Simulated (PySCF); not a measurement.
# NMR data sheet: 4-tolylboronic acid

| Quantity | Value |
| --- | --- |
| Formula | C7H9BO2 |
| SMILES | Cc1ccc(B(O)O)cc1 |
| Point group of the computed structure | C1 |
| Carbon signals | 5 |
| Proton signals | 4 |

Mapped SMILES: `[CH3:1][c:2]1[cH:3][cH:4][c:5]([B:6]([OH:7])[OH:8])[cH:9][cH:10]1`. Each H is labelled by its parent atom.

PySCF 2.14.0 with density-fitted response routines calculation with shielding tensors at B97-2/pcSseg-1 (GIAO) and geometry from PBE0-D3(BJ)/def2-SVP; no relativistic terms, one conformer, rapidly exchanging positions averaged, no solvent.

Referencing at the same level of theory: ¹H (σref 31.38) and ¹³C (σref 183.69) vs TMS; ¹¹B (σref 101.82) vs BF3·OEt2; ¹⁷O (σref 331.62) vs H2O.

| carbon | δC, type | δH (multiplicity) | HMBC from (2–3 bonds) | span of the C tensor (ppm) |
| --- | --- | --- | --- | --- |
| C1 | 23.6, CH3 | 2.40 (s) | H(C3)/H(C10) | 46 |
| C2 | 143.5, C | – | H(C4)/H(C9), H(C3)/H(C10), H(C1) | 237 |
| C3/C10 | 130.8, CH | 7.25 (d) | H(C4)/H(C9), H(C3)/H(C10), H(C1) | 211 |
| C4/C9 | 136.0, CH | 7.66 (d) | H(C4)/H(C9), H(C3)/H(C10) | 237 |
| C5 | 127.9, C | – | H(C4)/H(C9), H(C3)/H(C10) | 227 |

Other nuclei:
```csv
atoms,nucleus,environment,δ (ppm),σ (ppm)
H(O7)/H(O8),¹H,hydrogen on an oxygen bonded to B,4.12,27.26
B6,¹¹B,"boron bonded to C, 2 O",26.2,75.6
O7/O8,¹⁷O,"oxygen bonded to B, H",101.5,230.1
```

1. δC 143.5, 127.9: substituted aromatic carbon.
2. δC 136.0, 130.8: aromatic CH; the aromatic region.
3. δC 23.6: methyl carbon on an aromatic ring; saturated and bonded to C and H only.
4. δH 7.66, 7.25: hydrogen on an aromatic CH; the ring current deshields protons in the ring plane.
5. δH 2.40: hydrogen on a methyl carbon on an aromatic ring; benzylic-type position, deshielded by the ring.

Exchangeable OH/NH protons stand at their gas-phase positions; hydrogen bonding in a real sample shifts them, mostly to higher δ. A carbon bonded to boron is broadened by the quadrupolar boron nucleus and is often missing from a measured spectrum. Shifts are as computed. Against solution values, carbons near 30 ppm lie about +1 ppm off and those near 130 ppm about +2 ppm. Of 1211 compounds with measured shifts, 218 miss one by over three times the rms of a fit or turn the order of signals round; such compounds aren't used in these exercises. Experimental scales use liquid or dissolved standards, which lie at an offset from isolated H2O (liquid H2O: subtract about 36 ppm). Multiplicities follow the n + 1 count of equivalent neighbours, as no J values were calculated; m marks all less simple cases, F and P coupling included.
